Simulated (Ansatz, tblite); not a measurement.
Forces on `Cc1csc(-c2sc(-c3sc(-c4sc(-c5sc(-c6sccc6C)cc5C)cc4C)cc3C)cc2C)c1` at its r2SCAN-D4/def2-SVP geometry. Charge 0, multiplicity 1.

The xTB rows come from tblite. Single mean-field runs in def2-SVP are fitted with def2-universal-jkfit.

GFN1-xTB (tblite), largest force 0.77 eV/Å:

```xyz
62
positions Å, forces eV/Å
C     1.125  -11.182    3.381    0.268   -0.369   -0.027
C     0.477   -9.830    3.348   -0.561    0.462    0.092
C    -0.792   -9.559    3.819    0.442   -0.134   -0.109
S    -1.225   -7.902    3.625    0.201    0.035   -0.199
C     0.307   -7.525    2.870    0.083   -0.543    0.136
C     0.595   -6.183    2.421    0.370    0.185   -0.063
S    -0.712   -5.125    1.957    0.143    0.129    0.080
C     0.374   -3.802    1.609    0.214   -0.339    0.071
C    -0.080   -2.522    1.138   -0.229    0.125   -0.048
S     1.116   -1.323    0.703   -0.185    0.133   -0.024
C    -0.100   -0.145    0.270   -0.140   -0.327    0.100
C     0.223    1.166   -0.218    0.226    0.144   -0.038
S    -1.088    2.231   -0.671    0.167    0.154   -0.031
C     0.003    3.520   -1.118    0.181   -0.319    0.100
C    -0.451    4.785   -1.629   -0.236    0.160   -0.104
S     0.741    5.954   -2.151   -0.185    0.062    0.092
C    -0.476    7.125   -2.580   -0.296   -0.348    0.113
C    -0.100    8.417   -3.104   -0.209    0.371   -0.273
S     1.451    9.109   -2.697   -0.183   -0.205   -0.089
C     1.152   10.505   -3.653   -0.503   -0.053   -0.185
C    -0.087   10.453   -4.248    0.299    0.112    0.036
C    -0.818    9.266   -3.949    0.582   -0.186    0.469
C    -2.174    8.970   -4.514   -0.417   -0.037   -0.166
C    -1.740    6.602   -2.339    0.146    0.193   -0.064
C    -1.746    5.288   -1.807    0.680    0.001    0.004
C    -3.009    4.556   -1.468   -0.372   -0.199    0.086
C     1.317    3.108   -0.914   -0.083    0.226   -0.097
C     1.461    1.795   -0.412   -0.688   -0.071    0.008
C     2.795    1.174   -0.127    0.385   -0.180    0.084
C    -1.365   -0.693    0.464    0.054    0.230   -0.085
C    -1.375   -2.021    0.948    0.694   -0.007    0.000
C    -2.639   -2.778    1.220   -0.363   -0.220    0.073
C     1.686   -4.207    1.840   -0.101    0.273   -0.067
C     1.828   -5.538    2.297   -0.724   -0.041   -0.083
C     3.151   -6.154    2.638    0.413   -0.169    0.063
C     1.096   -8.665    2.807   -0.049    0.343   -0.077
H     2.063  -11.162    3.961   -0.307    0.075   -0.157
H     0.463  -11.933    3.834    0.122    0.247   -0.106
H     1.381  -11.525    2.364   -0.112    0.165    0.273
H    -1.496  -10.255    4.276    0.314    0.267   -0.181
H     1.904   11.290   -3.724   -0.350   -0.291    0.005
H    -0.470   11.240   -4.901    0.096   -0.276    0.215
H    -2.980    9.214   -3.799    0.338   -0.045   -0.165
H    -2.279    7.904   -4.772    0.100    0.309    0.072
H    -2.354    9.565   -5.421    0.092   -0.162    0.237
H    -2.655    7.172   -2.503    0.249   -0.210    0.061
H    -3.884    5.193   -1.656    0.243   -0.142    0.042
H    -3.125    3.639   -2.071    0.141    0.289    0.139
H    -3.034    4.249   -0.410    0.113    0.122   -0.297
H     2.172    3.756   -1.126   -0.282   -0.216    0.067
H     2.962    0.267   -0.732   -0.150    0.276    0.145
H     2.888    0.876    0.931   -0.127    0.112   -0.303
H     3.605    1.883   -0.352   -0.235   -0.166    0.054
H    -2.282   -0.134    0.259    0.303   -0.184    0.065
H    -3.516   -2.142    1.035    0.238   -0.137    0.042
H    -2.689   -3.130    2.264    0.114    0.134   -0.282
H    -2.728   -3.670    0.578    0.128    0.278    0.148
H     2.538   -3.536    1.696   -0.279   -0.235    0.041
H     3.534   -6.782    1.814   -0.200    0.230    0.207
H     3.903   -5.375    2.831   -0.233   -0.190   -0.035
H     3.076   -6.797    3.529   -0.029    0.227   -0.239
H     2.083   -8.675    2.342   -0.312   -0.067    0.172
```

GFN2-xTB (tblite), largest force 0.64 eV/Å:

```
C 0.166 -0.260 -0.009
C -0.431 0.398 0.051
C 0.514 -0.323 -0.105
S 0.074 -0.103 -0.084
C 0.424 -0.368 -0.076
C 0.490 -0.033 0.036
S 0.093 0.100 0.058
C 0.366 0.001 -0.023
C -0.376 -0.124 0.043
S -0.104 0.079 -0.005
C -0.343 0.003 -0.024
C 0.397 -0.088 0.055
S 0.094 0.090 -0.012
C 0.347 0.030 -0.028
C -0.390 -0.094 0.014
S -0.065 0.018 0.077
C -0.483 -0.016 0.002
C -0.460 0.170 -0.309
S -0.060 -0.028 -0.100
C -0.516 0.173 -0.327
C 0.276 -0.047 0.124
C 0.451 -0.104 0.327
C -0.289 -0.047 -0.142
C 0.196 0.024 0.013
C 0.452 0.082 -0.019
C -0.251 -0.114 0.053
C -0.171 0.034 -0.027
C -0.460 0.023 -0.018
C 0.254 -0.100 0.050
C 0.168 0.045 -0.017
C 0.457 0.062 -0.025
C -0.234 -0.127 0.047
C -0.167 0.058 -0.005
C -0.508 0.062 -0.078
C 0.292 -0.113 0.075
C -0.176 0.239 -0.010
H -0.370 0.094 -0.199
H 0.167 0.334 -0.146
H -0.132 0.212 0.338
H 0.395 0.430 -0.249
H -0.434 -0.455 0.058
H 0.182 -0.409 0.335
H 0.388 -0.038 -0.198
H 0.132 0.384 0.109
H 0.141 -0.185 0.330
H 0.456 -0.307 0.088
H 0.353 -0.161 0.043
H 0.161 0.348 0.190
H 0.124 0.139 -0.382
H -0.454 -0.301 0.092
H -0.175 0.335 0.196
H -0.145 0.125 -0.383
H -0.348 -0.192 0.059
H 0.483 -0.250 0.089
H 0.352 -0.154 0.044
H 0.126 0.151 -0.363
H 0.146 0.334 0.202
H -0.446 -0.322 0.054
H -0.227 0.279 0.237
H -0.329 -0.228 -0.076
H -0.057 0.273 -0.310
H -0.516 -0.040 0.261
```

PBE0-D4/def2-SVP (Ansatz), largest force 0.46 eV/Å:

```
C 0.001 0.069 -0.005
C -0.229 0.038 0.085
C 0.254 0.130 -0.134
S 0.296 -0.109 -0.097
C -0.027 -0.381 0.110
C 0.176 0.363 -0.112
S 0.367 0.050 0.008
C 0.197 -0.375 0.131
C -0.186 0.391 -0.142
S -0.415 0.005 -0.006
C -0.151 -0.390 0.138
C 0.148 0.403 -0.143
S 0.409 0.052 -0.003
C 0.193 -0.373 0.143
C -0.191 0.384 -0.150
S -0.376 -0.006 -0.001
C -0.180 -0.341 0.141
C 0.022 0.370 -0.193
S -0.279 0.028 -0.151
C -0.245 -0.159 -0.030
C 0.244 -0.041 0.140
C 0.155 -0.219 0.182
C 0.048 0.016 0.033
C 0.330 0.113 -0.032
C 0.303 -0.157 0.063
C 0.065 0.030 -0.020
C -0.359 0.096 -0.048
C -0.292 -0.193 0.064
C -0.064 0.019 -0.006
C 0.348 0.129 -0.044
C 0.311 -0.166 0.065
C 0.069 0.028 -0.011
C -0.350 0.080 -0.046
C -0.281 -0.178 0.058
C -0.051 0.022 -0.023
C -0.227 0.241 0.013
H -0.048 0.006 -0.016
H 0.014 0.014 -0.009
H -0.018 0.013 0.031
H 0.030 0.017 -0.016
H -0.029 -0.016 -0.005
H 0.015 -0.025 0.025
H 0.042 -0.003 -0.026
H 0.011 0.043 0.005
H 0.007 -0.026 0.030
H 0.038 -0.026 0.004
H 0.021 -0.021 0.007
H 0.010 0.030 0.006
H 0.009 0.017 -0.024
H -0.033 -0.025 0.008
H -0.011 0.033 0.009
H -0.008 0.017 -0.034
H -0.026 -0.027 0.011
H 0.036 -0.022 0.007
H 0.015 -0.018 0.006
H 0.007 0.015 -0.019
H 0.007 0.024 0.004
H -0.034 -0.029 0.003
H -0.019 0.034 0.025
H -0.027 -0.033 0.001
H 0.001 0.036 -0.032
H -0.044 -0.003 0.025
```
